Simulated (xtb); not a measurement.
C3H9ClSi, charge +1, doublet, geometry from GFN2-xTB (a state made from the parent by changing its charge; the spin is typed, not shown lowest); GFN2-xTB (xtb).

xtb was given this input:
```
$ xtb mol.xyz --gfn 2 --chrg 1 --uhf 1 --json

# file mol.xyz
14

C     -1.06388584     1.45690823    -1.06697605
Si    -0.13299615     0.04835905    -0.22346662
C      1.25951677    -0.76400865    -1.35353272
C     -1.17598286    -1.61597947    -0.08841501
Cl     0.65375513     0.46638785     1.57263565
H     -1.46681516     1.16911933    -2.03646840
H     -1.90020482     1.80571732    -0.46111094
H     -0.42194131     2.32283395    -1.22899336
H      1.74584862    -1.58379685    -0.83628964
H      0.82833941    -1.11182989    -2.28480650
H      1.97324999     0.03065881    -1.54527291
H     -1.50789154    -1.92907517    -1.07125381
H     -2.03001358    -1.36973709     0.53421811
H     -0.59035104    -2.40103118     0.37724679
```

Question: Write the output that xtb gives for this input, abridged.

Answer: 
```
   ID    Z sym.   atoms
    1    6 C      1, 3, 4
    2   14 Si     2
    3   17 Cl     5
    4    1 H      6-14

           -------------------------------------------------
          |                Calculation Setup                |
           -------------------------------------------------

           -------------------------------------------------
          |                 G F N 2 - x T B                 |
           -------------------------------------------------

          ...................................................
          :                      SETUP                      :
          :.................................................:
          :  # basis functions                  41          :
          :  # atomic orbitals                  39          :
          :  # shells                           21          :
          :  # electrons                        31          :
          :  max. iterations                   250          :
          :  Hamiltonian                  GFN2-xTB          :
          :  restarted?                      false          :
          :  GBSA solvation                  false          :
          :  PC potential                    false          :
          :  electronic temp.          300.0000000     K    :
          :  accuracy                    1.0000000          :
          :  -> integral cutoff          0.2500000E+02      :
          :  -> integral neglect         0.1000000E-07      :
          :  -> SCF convergence          0.1000000E-05 Eh   :
          :  -> wf. convergence          0.1000000E-03 e    :
          :  Broyden damping             0.4000000          :
          :  net charge                          1          :
          :  unpaired electrons                  1          :
          ...................................................

 iter      E             dE          RMSdq      gap      omega  full diag
   1    -16.8873240 -0.168873E+02  0.423E+00    7.12       0.0  T
   2    -16.9546968 -0.673728E-01  0.315E+00    5.69       1.0  T
   3    -17.0001483 -0.454515E-01  0.213E+00    6.31       1.0  T
   4    -17.0135912 -0.134428E-01  0.102E+00    6.21       1.0  T
   5    -17.0142656 -0.674433E-03  0.677E-01    6.09       1.0  T
   6    -17.0154596 -0.119403E-02  0.395E-01    6.32       1.0  T
   7    -17.0163436 -0.884019E-03  0.182E-01    6.25       1.0  T
   8    -17.0164255 -0.818923E-04  0.924E-02    6.25       1.0  T
   9    -17.0164275 -0.199728E-05  0.669E-02    6.25       1.0  T
  10    -17.0164143  0.132239E-04  0.665E-02    6.23       1.0  T
  11    -17.0164396 -0.253095E-04  0.466E-02    6.25       1.0  T
  12    -17.0164464 -0.677856E-05  0.306E-02    6.25       1.0  T
  13    -17.0164510 -0.463270E-05  0.226E-02    6.25       1.2  T
  14    -17.0164564 -0.539509E-05  0.252E-03    6.24      10.6  T
  15    -17.0164565 -0.527076E-07  0.925E-04    6.25      28.9  T
  16    -17.0164565 -0.560742E-08  0.195E-04    6.25     137.4  T

   *** convergence criteria satisfied after 16 iterations ***

         :::::::::::::::::::::::::::::::::::::::::::::::::::::
         ::                     SUMMARY                     ::
         :::::::::::::::::::::::::::::::::::::::::::::::::::::
         :: total energy             -16.824346996027 Eh    ::
         :: gradient norm              0.000046031280 Eh/a0 ::
         :: HOMO-LUMO gap              6.245336983121 eV    ::
         ::.................................................::
         :: SCC energy               -17.016421140388 Eh    ::
         :: -> isotropic ES            0.105559443045 Eh    ::
         :: -> anisotropic ES         -0.014719151576 Eh    ::
         :: -> anisotropic XC          0.005132852238 Eh    ::
         :: -> dispersion             -0.007690509258 Eh    ::
         :: repulsion energy           0.192074144362 Eh    ::
         :: add. restraining           0.000000000000 Eh    ::
         :: total charge               1.000000000000 e     ::
         :::::::::::::::::::::::::::::::::::::::::::::::::::::

           -------------------------------------------------
          |                Property Printout                |
           -------------------------------------------------

    * Orbital Energies and Occupations

         #    Occupation            Energy/Eh            Energy/eV
      -------------------------------------------------------------
         1        2.0000           -1.2285641             -33.4309
       ...           ...                  ...                  ...
         4        2.0000           -0.7597478             -20.6738
         5        2.0000           -0.7268833             -19.7795
         6        2.0000           -0.6690517             -18.2058
         7        2.0000           -0.6680788             -18.1793
         8        2.0000           -0.6588905             -17.9293
         9        2.0000           -0.6559516             -17.8494
        10        2.0000           -0.6452128             -17.5571
        11        2.0000           -0.6397558             -17.4086
        12        2.0000           -0.6281879             -17.0939
        13        2.0000           -0.6263282             -17.0433
        14        2.0000           -0.6238558             -16.9760
        15        1.9936           -0.5982094             -16.2781
        16        1.0064           -0.5886258             -16.0173 (HOMO)
        17                         -0.3591139              -9.7720 (LUMO)
        18                         -0.3460162              -9.4156
        19                         -0.3178553              -8.6493
        20                         -0.2330630              -6.3420
        21                         -0.2125115              -5.7827
        22                         -0.1870557              -5.0900
        23                         -0.1631138              -4.4386
        24                         -0.1623184              -4.4169
        25                         -0.1482064              -4.0329
        26                         -0.1477324              -4.0200
        27                         -0.0764782              -2.0811
       ...                                ...                  ...
        39                          0.5593837              15.2216
      -------------------------------------------------------------
                  HL-Gap            0.2295119 Eh            6.2453 eV
             Fermi-level           -0.5336437 Eh          -14.5212 eV

     #   Z          covCN         q      C6AA      α(0)
     1   6 C        3.650    -0.222    25.303     7.225
     2  14 Si       3.402     0.570   104.842    20.151
     3   6 C        3.636    -0.172    24.291     7.092
     4   6 C        3.636    -0.172    24.291     7.092
     5  17 Cl       0.805    -0.028    99.946    15.293
     6   1 H        0.925     0.111     1.688     2.032
     7   1 H        0.925     0.114     1.661     2.016
     8   1 H        0.925     0.114     1.661     2.016
     9   1 H        0.925     0.117     1.637     2.001
    10   1 H        0.925     0.114     1.662     2.016
    11   1 H        0.925     0.111     1.684     2.029
    12   1 H        0.925     0.114     1.662     2.016
    13   1 H        0.925     0.111     1.684     2.029
    14   1 H        0.925     0.117     1.637     2.001

 Mol. C6AA /au·bohr⁶  :       2154.453115
 Mol. C8AA /au·bohr⁸  :      72520.872232
 Mol. α(0) /au        :         75.007661

Wiberg/Mayer (AO) data.
largest (>0.10) Wiberg bond orders for each atom

 ---------------------------------------------------------------------------
     #   Z sym  total        # sym  WBO       # sym  WBO       # sym  WBO
 ---------------------------------------------------------------------------
     1   6 C    3.981 --     2 Si   0.989     6 H    0.956     7 H    0.944
                             8 H    0.944
     2  14 Si   3.779 --     5 Cl   1.241     1 C    0.989     3 C    0.697
                             4 C    0.697
     3   6 C    3.868 --    10 H    0.972     9 H    0.968    11 H    0.961
                             2 Si   0.697     4 C    0.110
     4   6 C    3.868 --    12 H    0.972    14 H    0.968    13 H    0.961
                             2 Si   0.697     3 C    0.110
     5  17 Cl   1.519 --     2 Si   1.241
     6   1 H    0.988 --     1 C    0.956
     7   1 H    0.987 --     1 C    0.944
     8   1 H    0.987 --     1 C    0.944
     9   1 H    0.986 --     3 C    0.968
    10   1 H    0.987 --     3 C    0.972
    11   1 H    0.987 --     3 C    0.961
    12   1 H    0.987 --     4 C    0.972
    13   1 H    0.987 --     4 C    0.961
    14   1 H    0.986 --     4 C    0.968
 ---------------------------------------------------------------------------

Topologies differ in total number of bonds
Writing topology from bond orders to xtbtopo.mol

molecular dipole:
                 x           y           z       tot (Debye)
 q only:       -0.470      -0.495      -1.238
   full:       -0.264      -0.444      -0.808       2.437
molecular quadrupole (traceless):
                xx          xy          yy          xz          yz          zz
 q only:        0.081      -0.736       1.804      -1.007      -0.435      -1.885
  q+dip:       -0.738      -0.646       1.130       0.280       0.264      -0.392
   full:        0.015       0.233       0.567      -0.727       0.510      -0.582

           -------------------------------------------------
          | TOTAL ENERGY              -16.824346996027 Eh   |
          | GRADIENT NORM               0.000046031280 Eh/α |
          | HOMO-LUMO GAP               6.245336983121 eV   |
           -------------------------------------------------

normal termination of xtb
```
